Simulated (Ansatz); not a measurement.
BrH3OSi2, SMILES `[SiH3]O[Si]Br`. Charge 0, multiplicity 1.

```xyz
7

Si    0.4457    0.3897   -0.7309
O     0.2007    0.5313    0.9081
Si   -0.5587   -0.1231    2.1888
Br   -1.6637   -1.8859    1.2255
H     1.0587   -0.9257   -1.0294
H    -0.8482    0.5312   -1.4387
H     1.3655    1.4825   -1.1234
```

What are the harmonic wavenumbers in cm⁻¹ at PBE0-D4/def2-TZVP (Ansatz, finite differences of forces, unscaled)? (An estimate is asked.)

The calculation gave: 66, 79, 130, 251, 393, 609, 720, 726, 946, 955, 957, 1070, 2248, 2256, 2256.

Is this a minimum?

Yes, all 15 modes are real.

Give the ideal-gas thermochemistry at 298.15 K and 1 bar (rigid rotor, harmonic oscillator; point group Cs, symmetry number 1).

Zero-point energy 81.7 kJ/mol; H(298) − E = 101.0 kJ/mol; entropy 353.1 J/(mol·K), of which translation 171.8, rotation 117.5, vibration 63.8; G(298) − E = -4.2 kJ/mol. Modes under 100 cm⁻¹ are hindered rotations or soft bends, so the harmonic entropy is rough.

And at 400, 500, 600, 800 and 1000 K?


```tsv
T (K)	H − E (kJ/mol)	S (J/mol/K)	G − E (kJ/mol)
400	110.8	381.1	-41.7
500	121.4	404.8	-81.0
600	132.9	425.8	-122.5
800	157.8	461.5	-211.4
1000	184.5	491.2	-306.7
```
